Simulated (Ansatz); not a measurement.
```yaml
crystal:
  periodic: [false, false, false]
  atoms:
    - {symbol: In, position_ang: [0.855184, -1.821696, 0.463871]}
    - {symbol: In, position_ang: [0.438951, 0.444862, -1.988530]}
    - {symbol: In, position_ang: [-1.971753, 0.266028, 0.532174]}
    - {symbol: In, position_ang: [0.458559, 0.240552, 2.591476]}
    - {symbol: In, position_ang: [0.325583, 2.414717, 0.281455]}
    - {symbol: P, position_ang: [-0.944352, -1.182879, -0.945186]}
    - {symbol: P, position_ang: [1.759896, -1.504437, 2.564715]}
    - {symbol: P, position_ang: [1.357698, 2.531183, -1.633119]}
    - {symbol: P, position_ang: [-1.061506, 1.912654, 2.076245]}
    - {symbol: Cl, position_ang: [1.983151, -3.286048, -0.718810]}
    - {symbol: Cl, position_ang: [0.943186, -0.355551, -3.964225]}
    - {symbol: Cl, position_ang: [-4.144598, 0.340623, 0.739943]}
basis:
  gaussian: {orbitals: def2-TZVPP, fitting: {mean_field: def2-universal-jkfit}, final_grid: {core_spheres: 8, valence_spheres: 7, degree: 23}}
hamiltonian: {xc: {name: HSE06}, dispersion: d4}
scf: {omitted_lower_state_checks: [starts]}
output: {forces: true}
```

```sh
$ ansatz run in.yaml --threads 2 --pin off --events-out ev --progress --plain --max-ram 22528MiB --backend cuda --devices 0, --max-vram 18GiB
```

Output, abridged:

```
Functional definition: HSE06
1986 factors; integrals over basis functions are off by at most 1.4e0 eV
1986 factors; integrals over basis functions are off by at most 1.8e-7 eV
mean field evaluation 1: about -100566.1293 eV, gradient 5.8e1 eV
mean field evaluation 2: about -100540.1020 eV, gradient 1.1e2 eV
mean field evaluation 4: about -100574.4818 eV, gradient 5.9e0 eV
mean field evaluation 8: about -100574.5779 eV, gradient 1.9e-1 eV
mean field evaluation 16: about -100574.5806 eV, gradient 4.8e-4 eV
mean field -100574.58061505 eV, -3696.0476657038 hartree, gradient 7.7e-5 eV, S^2 0.000000; 0 other end points of the search recorded, 0 dependent functions left out
reference -100574.58069372 eV, -3696.0476685951 hartree; 108, 108 occupied and 436, 436 virtual orbitals, 1986 factors
Total energy: -100575.63561835 eV, -3696.0864363601 hartree
Atom 0 at     0.855184    -1.821696     0.463871 Å, force    -0.651142     0.388482     0.376093 eV/Å
Atom 1 at     0.438951     0.444862    -1.988530 Å, force    -0.359304     0.089465     0.649545 eV/Å
Atom 2 at    -1.971753     0.266028     0.532174 Å, force     0.473198     0.039375     0.073868 eV/Å
Atom 3 at     0.458559     0.240552     2.591476 Å, force    -0.299010     1.042897     1.092695 eV/Å
Atom 4 at     0.325583     2.414717     0.281455 Å, force    -0.082057     0.945274     1.152622 eV/Å
Atom 5 at    -0.944352    -1.182879    -0.945186 Å, force    -1.247030    -1.697803    -1.330882 eV/Å
Atom 6 at     1.759896    -1.504437     2.564715 Å, force     2.286940    -1.784818     1.801478 eV/Å
Atom 7 at     1.357698     2.531183    -1.633119 Å, force     2.003049     1.962955    -1.908974 eV/Å
Atom 8 at    -1.061506     1.912654     2.076245 Å, force    -1.457631     1.748019     1.748534 eV/Å
Atom 9 at     1.983151    -3.286048    -0.718810 Å, force     1.414593    -1.829790    -1.451999 eV/Å
Atom 10 at     0.943186    -0.355551    -3.964225 Å, force     0.638170    -0.997049    -2.459650 eV/Å
Atom 11 at    -4.144598     0.340623     0.739943 Å, force    -2.719776     0.092992     0.256671 eV/Å
Dipole moment:    -0.319192     0.908592     1.129302 e Å
Checks for a lower state left out: starts
```

Hardware: 2 threads of AMD EPYC 7R13 on a shared host and a share (18 GiB) of an NVIDIA H100 80GB HBM3. Wall time 9.5 s, peak host memory 1.5 GiB.

In the def2 sets In takes a core potential; there is no spin–orbit coupling. HSE06 is defined as in plane-wave codes, on full-range PBE exchange.
